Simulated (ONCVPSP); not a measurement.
**LDA (Perdew-Wang 92) ONCV dataset for B (Z = 5), scalar-relativistic all-electron reference.**

Input for ONCVPSP 4.0.1:

```
# ATOM AND REFERENCE CONFIGURATION
# atsym  z   nc   nv     iexc    psfile
  B 5.00    1    2  -001012      upf
#
#   n    l    f
    1    0    2.00
    2    0    1.50
    2    1    1.50
#
# PSEUDOPOTENTIAL AND OPTIMIZATION
# lmax
    2
#
#   l,   rc,      ep,       ncon, nbas, qcut
    0    1.25    0.00    5    8    5.50
    1    3.70    0.00    3    8    3.50
    2    3.00    0.22    4    7    3.70
#
# LOCAL POTENTIAL
# lloc, lpopt,  rc(5),   dvloc0
    4    4    1.15    3.00
#
# VANDERBILT-KLEINMAN-BYLANDER PROJECTORs
# l, nproj, debl
    0    1    0.50
    1    2    2.10
    2    2    3.20
#
# MODEL CORE CHARGE
# icmod, fcfact, rcfact
    3    4.75    1.15
#
# LOG DERIVATIVE ANALYSIS
# epsh1, epsh2, depsh
   -2.00    5.00    0.02
#
# OUTPUT GRID
# rlmax, drl
    6.00    0.01
#
# TEST CONFIGURATIONS
# ncnf
    4
# nvcnf
#   n    l    f
    2
    2    0    2.00
    2    1    1.00
#
    2
    2    0    2.00
    2    1    0.00
#
    2
    2    0    1.00
    2    1    0.00
#
    2
    2    0    0.00
    2    1    3.00
#
```

Command:

```bash
oncvpsp.x < B.dat > B.out
```

Output (shortened: citation, most of the input echo, consistency checks and plot data are left out):

```
ONCVPSP  (Optimized Norm-Conservinng Vanderbilt PSeudopotential)
scalar-relativistic version 4.0.1

#   n    l    f        energy (Ha)
    1    0    2.00    -6.5854399E+00
    2    0    1.50    -3.5373948E-01
    2    1    1.50    -1.4481260E-01

Reference configufation results
  iterations    21
  all-electron total energy (Ha)   -2.42463056D+01

Begin loop to  construct optimized pseudo wave functions
and semi-local pseudopoentials for all angular momenta

Calculating optimized projector #   1

 for l=   0

    Fraction of norm inside rc  0.206410
    Optimizing pswf for qcut=   5.49 a_B^-1,  ecut=  15.07 Ha
    Residual kinetic energy error=  2.03D-04 Ha

    Energy error per electron        Cutoff
         Ha          eV             Ha
         0.01000     0.27211        7.03
         0.00100     0.02721       11.95
         0.00010     0.00272       22.62
         0.00001     0.00027       92.37

   Wellstate for l =  1  n =  6
     eigenvalue =   1.9552
     asymptotic potential =   2.4552
     half-point radius =  6.7644

Calculating optimized projector #   1

 for l=   1

    Fraction of norm inside rc  0.880665
    Optimizing pswf for qcut=   3.50 a_B^-1,  ecut=   6.14 Ha
    Residual kinetic energy error=  1.08D-06 Ha

    Energy error per electron        Cutoff
         Ha          eV             Ha
         0.01000     0.27211        2.99
         0.00100     0.02721        3.99
         0.00010     0.00272        4.84
         0.00001     0.00027        5.48

Calculating optimized projector #   2

 for l=   1

    Fraction of norm inside rc  0.244493
    Optimizing pswf for qcut=   3.50 a_B^-1,  ecut=   6.14 Ha
    Residual kinetic energy error=  8.06D-04 Ha

    Energy error per electron        Cutoff
         Ha          eV             Ha
         0.01000     0.27211        4.91
         0.00100     0.02721        6.03
         0.00010     0.00272       20.41
         0.00001     0.00027       42.19

   Wellstate for l =  2  n =  3
     eigenvalue =   0.2200
     asymptotic potential =   0.7200
     half-point radius =  6.7286

   Wellstate for l =  2  n =  6
     eigenvalue =   3.4200
     asymptotic potential =   3.9200
     half-point radius =  4.7051

Calculating optimized projector #   1

 for l=   2

    Fraction of norm inside rc  0.183877
    Optimizing pswf for qcut=   3.70 a_B^-1,  ecut=   6.83 Ha
    Residual kinetic energy error=  3.21D-06 Ha

    Energy error per electron        Cutoff
         Ha          eV             Ha
         0.01000     0.27211        1.18
         0.00100     0.02721        2.94
         0.00010     0.00272        4.63
         0.00001     0.00027        6.11

Calculating optimized projector #   2

 for l=   2

    Fraction of norm inside rc  0.266392
    Optimizing pswf for qcut=   3.70 a_B^-1,  ecut=   6.83 Ha
    Residual kinetic energy error=  8.82D-03 Ha

    Energy error per electron        Cutoff
         Ha          eV             Ha
         0.01000     0.27211        7.10
         0.00100     0.02721       19.01
         0.00010     0.00272       24.85
         0.00001     0.00027       28.16

Construct Vanderbilt / Kleinmman-Bylander projectors

B matrix Hermiticity error, ll=   1
   1   2   -1.3659E-05

  Orthonormal projector coefficients -7.7609E-01 -3.9613E-01

B matrix Hermiticity error, ll=   2
   1   2   -2.6252E-05

  Orthonormal projector coefficients -1.7632E+00 -3.6765E-01

Model core correction analysis
  based on d2Exc/dn_idn_j

d2excae - all-electron derivatives

   -4.811864D-02   -4.125931D-02
   -4.126434D-02   -3.850071D-02

d2excps - pseudofunction derivatives with no core correction

   -5.139335D-02   -4.254904D-02
   -4.255412D-02   -3.975926D-02

rms 2nd derivative error    1.977033E-03

rmatch, rhocmatch    0.7754    0.7051

Teter function model core charge with specified parameters

d2excps - pseudofunction derivatives with core correction

   -4.971955D-02   -4.187180D-02
   -4.187561D-02   -3.946961D-02

rms 2nd derivative error    1.030835E-03

Pseudoatom total energy   -2.422087

Diagnostic tests using Vanderbilt-Kleinman-Bylander pseudopotentials
  1 or more projectors used as specified by nproj input data

   l    rcore       rmatch      e in        delta e   norm test  slope test

   0   1.2512710   1.2892623  -0.3537395  -0.0000014   1.0000013   0.9999920

   1   3.7169255   3.8297794  -0.1448126  -0.0000047   1.0000459   1.0000247
   1   3.7169255   3.8297794   1.9551874   0.0002519   0.9999880   0.9999880

   2   3.0147724   3.1063074   0.2200000   0.0000011   0.9999971   0.9999971
   2   3.0147724   3.1063074   3.4200000   0.0000003   0.9998487   0.9998487

 Testing for bound ghosts
   n   l    E NL Schr. Eq   E Basis Diag.   E Cutoff

   1   0       -0.353741       -0.303316    118.80

   2   1       -0.144817       -0.144737     21.93

 Testing for highly-localized positive-energy ghosts
       l    <radius>/rc     E Basis Diag.   E Cutoff

Test configuration 0

   n   l     f        eae           eps        diff
   1   0  2.0000   -6.58543990
   2   0  1.5000   -0.35373948   -0.35374091   -1.43D-06
   2   1  1.5000   -0.14481260   -0.14481734   -4.74D-06

    Total energies and differences
      AE_ref= -2.42463056D+01  AE_tst= -2.42463056D+01  dif=  0.00D+00
      PS_ref= -2.42208659D+00  PS_tst= -2.42208659D+00  dif=  1.33D-15
      PSP excitation error= -1.33D-15

Test configuration 1

   n   l     f        eae           eps        diff
   1   0  2.0000   -6.56600070
   2   0  2.0000   -0.34484330   -0.34074080    4.10D-03
   2   1  1.0000   -0.13653230   -0.13424947    2.28D-03

    Total energies and differences
      AE_ref= -2.42463056D+01  AE_tst= -2.43506168D+01  dif= -1.04D-01
      PS_ref= -2.42208659D+00  PS_tst= -2.52594611D+00  dif= -1.04D-01
      PSP excitation error= -4.52D-04

Test configuration 2

   n   l     f        eae           eps        diff
   1   0  2.0000   -7.04581955
   2   0  2.0000   -0.71333637   -0.69285566    2.05D-02

    Total energies and differences
      AE_ref= -2.42463056D+01  AE_tst= -2.40448129D+01  dif=  2.01D-01
      PS_ref= -2.42208659D+00  PS_tst= -2.23275455D+00  dif=  1.89D-01
      PSP excitation error=  1.22D-02

Test configuration 3

   n   l     f        eae           eps        diff
   1   0  2.0000   -7.68536116
   2   0  1.0000   -1.15148323   -1.12146343    3.00D-02

    Total energies and differences
      AE_ref= -2.42463056D+01  AE_tst= -2.31151283D+01  dif=  1.13D+00
      PS_ref= -2.42208659D+00  PS_tst= -1.32809336D+00  dif=  1.09D+00
      PSP excitation error=  3.72D-02

Test configuration 4

   n   l     f        eae           eps        diff
   1   0  2.0000   -6.63639038
   2   1  3.0000   -0.16574173   -0.17306866   -7.33D-03

    Total energies and differences
      AE_ref= -2.42463056D+01  AE_tst= -2.39317122D+01  dif=  3.15D-01
      PS_ref= -2.42208659D+00  PS_tst= -2.10369293D+00  dif=  3.18D-01
      PSP excitation error= -3.80D-03
```

The run took about 3.4 s on one core of a shared server CPU.
